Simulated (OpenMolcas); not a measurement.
An atom or ion with 12 electrons was computed by XMS-RASPT2, IPEA 0.25 Eh, imaginary shift 0.1 Eh with spin-orbit coupling (OpenMolcas, ANO-RCC-VTZP, DKH2). The lowest levels that the run gave, each within 12 % of the measured value where one is at hand:

```json
{"J": "0", "Parity": "even", "E (eV)": "0.0000", "g": ""}
{"J": "0", "Parity": "odd", "E (eV)": "6.431", "g": ""}
{"J": "1", "Parity": "odd", "E (eV)": "6.444", "g": "1.501"}
{"J": "2", "Parity": "odd", "E (eV)": "6.471", "g": "1.501"}
{"J": "1", "Parity": "odd", "E (eV)": "10.342", "g": "1.000"}
{"J": "2", "Parity": "even", "E (eV)": "15.050", "g": "1.000"}
```

Problem. Which ion is it, and what are the configurations and terms?

Solution. Si III (Z = 14, charge +2; active space 2 electrons in 9 orbitals (RAS2 3s 3p; RAS3 3d, at most 2 electrons)). J, parity and g give the terms where levels are pure, and mixed ones are named by the computed weights; the size of the splittings, set against known spectra of the 12-electron sequence, gives the charge. In order, with the measured energies in eV (NIST levels in Kelleher and Podobedova, J. Phys. Chem. Ref. Data 37, 1285 (2008)): 3s2 1S0, 3s 3p 3P* 0 (6.5370), 3s 3p 3P* 1 (6.5530), 3s 3p 3P* 2 (6.5854), 3s 3p 1P* 1 (10.2764), 3p2 1D2 (15.1527).

Configurations are named by rounded mean occupations; where the s occupation lies near a half they are strongly mixed, a name can repeat and a true partner stay unpaired. Active for correlation alone: 3d; no level in the range computed is led by a configuration that fills it, so any true level of that kind is missing. Some terms mix strongly with configurations of 3d, whose occupation reaches 0.32 (3p2 1D). Computed and measured levels are paired by configuration, term and J; levels that our copy of the source lacks, or whose pairing is in doubt (as where it misses far off the trend of its configuration), stay unpaired and out of the deviations. Only configurations of the active space appear.

* marks odd parity.
